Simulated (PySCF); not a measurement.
## Electron correlation in Pt (platinum, neutral)

[Xe] 4f14 5d9 6p1, one real determinant (an excited configuration). Computed with PySCF 2.14 in x2c-TZVPPall (11s7p7d3f1g, 97 functions), with the spin-free X2C one-electron Hamiltonian (Gaussian nucleus). Frozen: [Kr] 4d10 4f14; 18 electrons correlated.

| level | correlation energy (mhartree) |
| --- | --- |
| CCSD | -489.75 |
| (T) | -18.89 |
| CCSD(T) | -508.64 |

Diagnostics: T1 = 0.014, D1 = 0.0664, largest double amplitude 0.056.

The real determinant used has ⟨L²⟩ near 8 against 12 for a pure F term, so it mixes terms. Spin-orbit coupling, absent here, splits the open shell strongly.

Cost of the coupled-cluster step: about 29 core-seconds, for 18 correlated electrons.

The basis was made for the ground configuration and has no added diffuse functions, which can raise the energy of the promoted electron.

The reference is one real determinant that mixes LS terms of this configuration.

This basis was not built for core-valence correlation, so the inner-shell part is incomplete.
